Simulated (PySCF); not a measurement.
Vertical excitations of a molecule C6H10 from TDDFT-PBE/def2-SVPD run with PySCF, as energy in eV (oscillator strength): 5.33 (0.000), 5.78 (0.022), 5.98 (0.002), 6.37 (0.026), 6.45 (0.042), 6.60 (0.070), 6.75 (0.015), 6.98 (0.033), 7.03 (0.025), 7.27 (0.068). Lowest triplet (TDA): 4.45 eV. Geometry optimised at TPSSh-D3(BJ)/def2-SVP. Other conformers were not sampled.

**Question.** Pick the molecule that these values belong to.
(A) C=C=CC(C)C
(B) CC1=CC[C@H]1C
(C) C/C=C\C=C\C
(D) C=C=C(C)CC

**Answer.** D, C=C=C(C)CC
